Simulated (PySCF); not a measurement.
**Potential energy of SmO along the bond**

Set-up: Sm x2c-TZVPall, O x2c-TZVPall; spin-free X2C with a Gaussian nucleus (PySCF 2.14). Energies in eV from Sm (4f6 6s2) + O in their ground configurations at the same level. State: septet, about 5.7 electrons in the 4f shell (Mulliken), real f orbitals that mix terms.

All columns are PBE. A positive dipole means Sm(−)O(+).

```csv
R (Å),E (eV),μ (D),Mulliken charge on Sm (basis-dependent),HOMO (eV),LUMO (eV),Mayer bond order,⟨S²⟩
1.573,-4.586,-1.34,0.32,-3.18,-4.48,2.33,12.03
1.646,-5.574,-2.07,0.41,-2.90,-3.13,2.25,12.02
1.719,-6.086,-2.99,0.47,-2.97,-3.10,2.20,12.03
1.774,-6.290,-3.63,0.51,-3.03,-3.11,2.17,12.03
1.829,-6.373,-4.24,0.55,-3.10,-3.12,2.14,12.03
1.884,-6.359,-4.80,0.58,-3.16,-3.15,2.11,12.04
1.957,-6.227,-5.48,0.61,-3.24,-3.19,2.08,12.04
2.049,-5.934,-6.21,0.64,-3.34,-3.26,2.05,12.06
2.158,-5.473,-6.92,0.65,-3.45,-3.34,2.02,12.08
2.304,-4.782,-7.59,0.66,-3.59,-3.46,1.98,12.14
```

⟨S²⟩ of the unrestricted solution departs from its pure value on part of the curve, where spin states mix. These are scalar-relativistic numbers at best; spin–orbit coupling would shift them, the dissociation energy most. With d or f electrons several states lie close, and the lowest PBE0 determinant need not be the measured ground state.

At some distances an empty level lies below a filled one, because the occupation is held.
